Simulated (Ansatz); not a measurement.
Pd₃H₂. Total charge 0; singlet. Geometry PBE-D4/def2-TZVPD, that of the charge -1 doublet.

Cartesian coordinates in Å:
```
Pd 0.562 0.376 -0.600
Pd -0.603 0.158 1.871
Pd -1.590 -0.916 -0.250
H 0.757 0.169 -2.186
H 0.873 0.214 1.165
```

In the def2 sets Pd takes a core potential; there is no spin–orbit coupling. A triplet lies near this restricted singlet, and broken spin symmetry wasn't tried. Another isomer (doublet) lies 0.03 eV lower at PBE0-D4/def2-TZVPD.

(1) Estimate the orbital energies around the gap (eV) in Ansatz with PBE-D4/def2-TZVPD, r2SCAN-D4/def2-TZVPD, PBE0-D4/def2-TZVPD.

Results:

(1) 
```json
{"orbital": "HOMO−5", "PBE-D4/def2-TZVPD": "-5.56", "r2SCAN-D4/def2-TZVPD": "-5.71", "PBE0-D4/def2-TZVPD": "-6.87"}
{"orbital": "HOMO−4", "PBE-D4/def2-TZVPD": "-5.44", "r2SCAN-D4/def2-TZVPD": "-5.53", "PBE0-D4/def2-TZVPD": "-6.52"}
{"orbital": "HOMO−3", "PBE-D4/def2-TZVPD": "-5.13", "r2SCAN-D4/def2-TZVPD": "-5.24", "PBE0-D4/def2-TZVPD": "-6.45"}
{"orbital": "HOMO−2", "PBE-D4/def2-TZVPD": "-5.05", "r2SCAN-D4/def2-TZVPD": "-5.19", "PBE0-D4/def2-TZVPD": "-6.39"}
{"orbital": "HOMO−1", "PBE-D4/def2-TZVPD": "-5.01", "r2SCAN-D4/def2-TZVPD": "-5.13", "PBE0-D4/def2-TZVPD": "-6.32"}
{"orbital": "HOMO", "PBE-D4/def2-TZVPD": "-4.98", "r2SCAN-D4/def2-TZVPD": "-5.09", "PBE0-D4/def2-TZVPD": "-6.18"}
{"orbital": "LUMO", "PBE-D4/def2-TZVPD": "-4.58", "r2SCAN-D4/def2-TZVPD": "-4.50", "PBE0-D4/def2-TZVPD": "-3.73"}
{"orbital": "LUMO+1", "PBE-D4/def2-TZVPD": "-3.48", "r2SCAN-D4/def2-TZVPD": "-3.27", "PBE0-D4/def2-TZVPD": "-2.55"}
{"orbital": "LUMO+2", "PBE-D4/def2-TZVPD": "-2.35", "r2SCAN-D4/def2-TZVPD": "-2.05", "PBE0-D4/def2-TZVPD": "-1.44"}
{"orbital": "LUMO+3", "PBE-D4/def2-TZVPD": "-1.32", "r2SCAN-D4/def2-TZVPD": "-1.04", "PBE0-D4/def2-TZVPD": "-0.61"}
{"orbital": "LUMO+4", "PBE-D4/def2-TZVPD": "-0.60", "r2SCAN-D4/def2-TZVPD": "-0.21", "PBE0-D4/def2-TZVPD": "0.14"}
{"orbital": "LUMO+5", "PBE-D4/def2-TZVPD": "-0.36", "r2SCAN-D4/def2-TZVPD": "0.02", "PBE0-D4/def2-TZVPD": "0.39"}
```
